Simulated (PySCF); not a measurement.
# F²⁺: excitation energy

F²⁺ [He] 2s2 2p3 (4S) → F²⁺ [He] 2s1 2p3 3s1 (6S), as a difference of total energies. Calculation: PySCF 2.14, in aug-cc-pwCVQZ (9s8p6d4f2g, 109 functions); no relativity, point nucleus. Correlated levels: valence: 1s2 frozen; valence and next inner shell: nothing frozen. The calculations carry no spin-orbit coupling.

```tsv
method	excitation energy (eV)
UHF	46.130
LDA	48.417
PBE	48.307
PBE0	48.261
r2SCAN	47.895
PW91	48.394
BHandHLYP	49.323
TPSSh	48.803
MP2 (valence)	48.142
SCS-MP2 (valence)	48.682
MP2 (valence and next inner shell)	48.174
SCS-MP2 (valence and next inner shell)	48.701
```

Question: How much does correlation contribute at MP2 (valence and next inner shell)?

Answer: 48.174 − (46.130) = 2.044 eV, measured against UHF.

The promoted electron is Rydberg-like, and one or two diffuse shells describe it only roughly, which tends to raise the upper state.
